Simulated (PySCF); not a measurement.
SiI2, SMILES I[Si]I (connectivity only; charge and spin as stated), neutral, multiplicity 1.

Geometry: r2SCAN-D4/def2-SVP. The def2 effective core potentials stand for the cores of I; spin–orbit coupling is left out.

These are TDDFT-CAM-B3LYP/def2-SVPD (PySCF) values and carry that method's errors.

Vertical excitations. Isolated molecule, no solvent. State labels are in the subgroup C2v.

| state | symmetry | energy (eV) | λ (nm) | f | main pairs |
|---|---|---|---|---|---|
| S1 | B1 | 2.73 | 454 | 0.004 | HOMO→LUMO 100 % |
| S2 | A2 | 3.23 | 384 | 0.000 | HOMO−1→LUMO 99 % |
| S3 | B2 | 3.94 | 315 | 0.049 | HOMO−2→LUMO 93 % |
| S4 | B1 | 4.47 | 277 | 0.003 | HOMO−4→LUMO 99 % |
| S5 | A1 | 4.56 | 272 | 0.002 | HOMO−3→LUMO 60 %, HOMO→LUMO+1 37 % |
| S6 | A1 | 5.06 | 245 | 0.101 | HOMO→LUMO+1 58 %, HOMO−3→LUMO 34 % |
| S7 | B2 | 5.12 | 242 | 0.000 | HOMO−1→LUMO+1 68 %, HOMO→LUMO+2 27 % |
| S8 | A2 | 5.23 | 237 | 0.000 | HOMO−5→LUMO 98 % |
| S9 | A2 | 5.42 | 229 | 0.000 | HOMO−2→LUMO+1 95 % |
| S10 | A1 | 5.70 | 218 | 0.001 | HOMO−1→LUMO+2 89 % |
| T1 | B1 | 1.79 | 691 | 0 | HOMO→LUMO 93 % |
| T2 | A2 | 3.11 | 399 | 0 | HOMO−1→LUMO 99 % |
| T3 | B2 | 3.31 | 375 | 0 | HOMO−2→LUMO 99 % |
| T4 | A1 | 3.80 | 326 | 0 | HOMO−3→LUMO 98 % |
Triplets are in the Tamm–Dancoff approximation, which puts them higher than full response would, so one can lie above its singlet here.
